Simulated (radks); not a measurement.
Values are calculated unless marked as measured or tabulated.
All-electron atom: Zr XXXI in [Ne].

Code: a radial shooting solver on a logarithmic mesh with Libxc functionals. Model: scalar-relativistic Kohn-Sham, exchange-only B88, spin-polarised, spherical densities, point nucleus.

Energy parts (eV):
total: -79415.639
kinetic: 82085.338
electron-nucleus: -170373.764
Hartree: 10673.057
exchange: -1800.270

Orbitals (lengths in bohr, moments of r in powers of bohr):
orbital  occ.  eigenvalue (eV)      <r>
1s          2        -19441.83  0.03703
2s          2        -3984.134   0.1594
2p          6        -3735.676   0.1384

The highest occupied level is 2p at -3735.7 eV. Summed over all electrons, <r^2> = 0.2029 bohr^2, which gives a Langevin (diamagnetic) susceptibility term of -0.161 x 10^-6 cm^3/mol. The density falls to 0.001 e/bohr^3 at r = 0.58 bohr.
